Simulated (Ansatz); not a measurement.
`CC1(O)[SiH2][SiH2]1`, charge 0, multiplicity 1.

(1) Give a relaxed structure at PBE0-D4/def2-TZVP (Ansatz 0.2.0). (Best estimate.)

## Answers

(1) Computed: 
Cartesian coordinates in Å:
```
C 0.2442 1.4604 -0.4579
C 0.0178 -0.0322 -0.4193
O -0.0900 -0.6302 -1.6977
Si 1.0961 -1.0597 0.7878
Si -1.1315 -0.7338 0.9692
H 0.3805 1.8715 0.5468
H 1.1365 1.6992 -1.0448
H -0.6113 1.9788 -0.9068
H -0.9313 -0.3651 -2.0840
H 1.6269 -2.3391 0.2649
H 2.0706 -0.2896 1.5993
H -2.0673 -1.7965 0.5288
H -1.7413 0.2364 1.9137
```
This is one stationary point; other conformers may exist.
